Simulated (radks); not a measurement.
The numbers below are computed, except where a source is named.
Question: Species: Ho. Configuration: [Xe] 4f11 6s2. Level of theory: scalar-relativistic Kohn-Sham, PBE, spin-unpolarised, spherical densities, point nucleus (a radial shooting solver on a logarithmic mesh with Libxc functionals). Some entries of the table are withheld. Estimate them.

| orbital | occ. | eigenvalue (hartree) | <r^2> (bohr^2) |
|---|---|---|---|
| 1s | 2 | -2039.623 | 0.0005880 |
| 2s | 2 | -341.1558 | (1) |
| 2p | 6 | -302.2065 | 0.007441 |
| 3s | 2 | -76.19520 | 0.06036 |
| 3p | 6 | -64.29514 | 0.06071 |
| 3d | 10 | -49.20750 | 0.05072 |
| 4s | 2 | -15.05004 | 0.3038 |
| 4p | 6 | (2) | 0.3443 |
| 4d | 10 | -5.84890 | 0.4131 |
| 5s | 2 | -1.85138 | 1.838 |
| 5p | 6 | -0.95065 | 2.643 |
| 6s | 2 | -0.13925 | 18.87 |
| 4f | 11 | (3) | 1.033 |

Answer: 
(1) 2s <r^2> (bohr^2): 0.009167
(2) 4p eigenvalue (hartree): -11.13485
(3) 4f eigenvalue (hartree): -0.11559
